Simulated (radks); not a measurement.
Results of a calculation; reference values are marked as such.
Effect of the nuclear size on neutral silicon, [Ne] 3s2 3p2. Code: a radial shooting solver on a logarithmic mesh with Libxc functionals. Model: Dirac Kohn-Sham, exchange-only LDA, spin-unpolarised, spherical densities, finite nucleus; open shells are shared between the two j in proportion to 2j + 1; Fermi nuclear charge, rms radius 3.1224 fm. The rms radius is varied about that value; shifts are against it.

rms radius (fm)  total energy shift (eV)  density at nucleus (e/bohr^3)  1s1/2 shift (meV)
2.5167                          -0.00184                           1896             -0.768
2.9756                         -0.000481                           1892             -0.201
3.1224                                 0                           1891              0.000
3.2348                          0.000384                           1890              0.160
3.6407                           0.00188                           1887              0.786

Slopes of the eigenvalues against <r^2> in GHz/fm^2, as finite differences over the two radii next to the reference (eigenvalue slopes, not the field-shift constants of lines): 1s1/2 54.3.
